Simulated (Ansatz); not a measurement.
Species: C₅H₆BNO, SMILES `Bc1ncccc1O` (H–B–C–N torsion -180°, C–C–O–H torsion -180°) (charge 0, multiplicity 1).

Give a relaxed geometry from B3LYP-D3(BJ)/def2-SVP (Ansatz, an electronic-structure program).

Several could match; the one computed here: the end point of this relaxation, one of several conformers (outside a Z-matrix the atoms follow the SMILES, hydrogens last).
Cartesian coordinates (Å) in one orientation:
```xyz
14

B     -2.014    -1.406     0.031
C     -0.636    -0.698     0.019
N      0.470    -1.486     0.056
C      1.679    -0.947     0.047
C      1.891     0.441     0.001
C      0.790     1.285    -0.037
C     -0.494     0.717    -0.028
O     -1.603     1.481    -0.063
H     -3.041    -0.780    -0.007
H     -2.037    -2.608     0.077
H      2.533    -1.634     0.078
H      2.906     0.847    -0.005
H      0.913     2.372    -0.074
H     -1.357     2.415    -0.094
```
